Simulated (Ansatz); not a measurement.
Program: Ansatz. Geometries: PBE0-D4/def2-TZVP. ΔE: electronic, gas phase. CCSD(T)/CBS is the MP2 limit (def2-TZVPP, def2-QZVPP) plus CCSD(T) − MP2 in def2-TZVPP, frozen cores. DFT in def2-TZVPP. One conformer a species, not always the lowest.

Consider the redistribution: `[CH3][Al]([SiH3])[O][SiH3]` + `N=[C]([AlH2])[SiH3]` → `[CH3][Al]([AlH2])[SiH3]` + `N=C([SiH3])O[SiH3]`.

CCSD(T)/CBS gives +162.8 kJ/mol.

Problem. Another level gave +163.9 kJ/mol. Which?
A. B2PLYP/def2-TZVPP
B. ωB97X-V/def2-TZVPP
C. PBE-D4/def2-TZVPP
D. PBE0/def2-TZVPP

Solution. A. B2PLYP 163.9, PBE-D4 128.2, PBE0 134.4, ωB97X-V 150.1 kJ/mol.

Largest T1 diagnostic among the species: 0.014.

From PBE to PBE0 (25 % exact exchange), in def2-TZVPP and without D4, ΔE moves by +6.3 kJ/mol.
